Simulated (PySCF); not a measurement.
Ga(Cl)2(vinyl) (C2H3Cl2Ga), SMILES C=[CH][Ga]([Cl])[Cl]. Atoms are numbered in the order given.

```xyz
8

Ga     0.1331     0.0620     0.0000
Cl     0.6240     2.1455     0.0000
Cl    -1.9642    -0.3956     0.0000
C      1.4191    -1.3724     0.0000
C      1.0012    -2.6483     0.0000
H      2.4931    -1.1481     0.0000
H      1.7071    -3.4890     0.0000
H     -0.0644    -2.9089     0.0000
```
Charge 0, spin multiplicity 1.

Coordinates come from a r2SCAN-D4/def2-SVP optimisation. The structure was generated by enumeration; whether it is a known compound was not checked. Other conformers were not sampled.

Two levels are set side by side: PBE/pcSseg-1 (PySCF) and PBE0/pcSseg-1 (PySCF). GIAO shifts against HCl (³⁵Cl), TMS (¹H), TMS (¹³C) at the same level; non-relativistic, no solvent, atoms listed together averaged. Without spin–orbit terms, shifts of atoms bonded to Cl or Br come out too high at both levels. Differences are taken from unrounded values.

```
quantity             PBE0
------------------  -----
δ(¹³C) of C4 (ppm)  144.4
δ(¹³C) of C5 (ppm)  159.2
δ(¹H) of H6 (ppm)    6.78
```

### Question
What does PBE give, and how far is it from PBE0? (The exact figures need the calculation; the answer reports its results.)

### Answer

```tsv
quantity	PBE	PBE minus PBE0
δ(¹³C) of C4 (ppm)	145.7	1.3
δ(¹³C) of C5 (ppm)	155.8	-3.3
δ(¹H) of H6 (ppm)	6.78	0.00
```

Rough cost on one machine, each run with all the roots and properties that it gave: PBE0 against PBE within a factor of 2.
